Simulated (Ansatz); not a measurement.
One change: `[F][GeH]([F])[F]` becomes `F[SiH](F)F`.

Ansatz, PBE0-D4/def2-TZVP geometries, multiplicity 1. 

Scalar relativity is left out up to krypton.

```
                                                                                  property  `[F][GeH]([F])[F]`
                                                     HOMO energy (ωB97M-V/def2-TZVPP) / eV              -13.69
                                                      HOMO–LUMO gap (PBE0/def2-TZVPP) / eV               10.89
                                            zero-point energy (PBE0-D4/def2-TZVP) / kJ/mol                40.0
                                                     LUMO energy (ωB97M-V/def2-TZVPP) / eV                1.62
ideal-gas entropy at 298 K and 1 bar (rigid rotor, harmonic PBE0-D4/def2-TZVP) / J/(mol·K)                 295
                                        size of the dipole moment (ωB97M-V/def2-TZVPP) / D                2.45
```

Question: Give the same properties after the change, and the shifts. (Estimate.)

Answer: Ansatz gave: 
```json
{"property": "HOMO energy (ωB97M-V/def2-TZVPP) / eV", "`F[SiH](F)F`": "-13.56", "shift": "0.13"}
{"property": "HOMO–LUMO gap (PBE0/def2-TZVPP) / eV", "`F[SiH](F)F`": "12.25", "shift": "1.36"}
{"property": "zero-point energy (PBE0-D4/def2-TZVP) / kJ/mol", "`F[SiH](F)F`": "47.3", "shift": "7.3"}
{"property": "LUMO energy (ωB97M-V/def2-TZVPP) / eV", "`F[SiH](F)F`": "2.71", "shift": "1.09"}
{"property": "ideal-gas entropy at 298 K and 1 bar (rigid rotor, harmonic PBE0-D4/def2-TZVP) / J/(mol·K)", "`F[SiH](F)F`": "278", "shift": "-17"}
{"property": "size of the dipole moment (ωB97M-V/def2-TZVPP) / D", "`F[SiH](F)F`": "1.28", "shift": "-1.17"}
```

With PBE0 the HOMO rises by 0.13 eV and the LUMO rises by 1.49 eV, so the gap widens by about 1.36 eV. PBE moves the HOMO by 0.03 eV and ωB97M-V by 0.13 eV. Dipoles are sizes alone; their direction can turn.
